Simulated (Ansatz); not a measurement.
Reactions of `FCB1N[SiH2]1`.

Program: Ansatz. Geometries: PBE0-D4/def2-TZVP. ΔE: electronic, gas phase. CCSD(T)/CBS adds triple-zeta CCSD(T) − MP2 to the extrapolated MP2 energy (def2 sets, frozen cores). This one scheme is used for every species. DFT in def2-TZVPP. One conformer a species, not always the lowest.

```tsv
reaction	CCSD(T)/CBS(def2) (eV)
`FCB1N[SiH2]1` + H₂ → `CB1N[SiH2]1` + H–F	-1.38
`FCB1N[SiH2]1` + H₂ → `B1N[SiH2]1` + `CF`	-0.28
`FCB1N[SiH2]1` → `B1N[SiH2]1` + `[CH]F`	4.06
`FCB1N[SiH2]1` + `O[SiH](O)O` → `OB1N[SiH2]1` + `O[SiH](O)CF`	0.35
`FCB1N[SiH2]1` + HCl → `ClB1N[SiH2]1` + `CF`	?
`FCB1N[SiH2]1` + `C=C1C[SiH2]1` → `B1N[SiH2]1` + `C=C1C[SiH]1CF`	0.15
`FCB1N[SiH2]1` + `O=CCO` → `O=CCOCF` + `B1N[SiH2]1`	?
`FCB1N[SiH2]1` + `C[SiH](F)CO` → `CB1N[SiH2]1` + `OC[SiH](F)CF`	0.11
`FCB1N[SiH2]1` + H₂S → `SB1N[SiH2]1` + `CF`	?
`FCB1N[SiH2]1` + `O[SiH3]` → `[SiH3]OB1N[SiH2]1` + `CF`	-1.21
```

Problem. Fill in the missing values. (An estimate is asked.)

Solution. Ansatz gave: `FCB1N[SiH2]1` + HCl → `ClB1N[SiH2]1` + `CF`: -0.88 eV; `FCB1N[SiH2]1` + `O=CCO` → `O=CCOCF` + `B1N[SiH2]1`: +0.43 eV; `FCB1N[SiH2]1` + H₂S → `SB1N[SiH2]1` + `CF`: -0.74 eV.

Largest T1 diagnostic: 0.018, for `[CH]F`.
